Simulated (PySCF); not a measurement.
# C (carbon, neutral) across methods

[He] 2s1 2p3, high-spin 5S determinant (an excited configuration). Computed with PySCF 2.14 in aug-cc-pVDZ-DK (4s3p2d, 23 functions), with scalar relativity by spin-free X2C-1e.

```csv
method,E (hartree),mean ε 1s β (eV),mean ε 2s α (eV),mean ε 2p α (eV),Σ⟨r²⟩ (bohr²),⟨S²⟩
r2SCAN0,-37.7068,-282.83,-18.972,-8.780,13.88,6.000
PBE0,-37.6665,-280.04,-18.157,-8.457,14.05,6.000
r2SCAN,-37.7084,-275.07,-16.762,-7.290,13.98,6.000
B3LYP,-37.6958,-279.03,-17.403,-7.979,14.13,6.000
wB97X-V,-37.6895,-281.78,-20.880,-10.894,14.20,6.000
LDA,-37.3241,-268.46,-15.310,-6.887,14.37,6.000
PBE,-37.6534,-271.32,-15.542,-6.832,14.30,6.000
UHF,-37.60539,-305.65,-25.671,-13.039,13.74,6.000
M06,-37.6849,-280.64,-17.737,-8.306,14.16,6.000
```
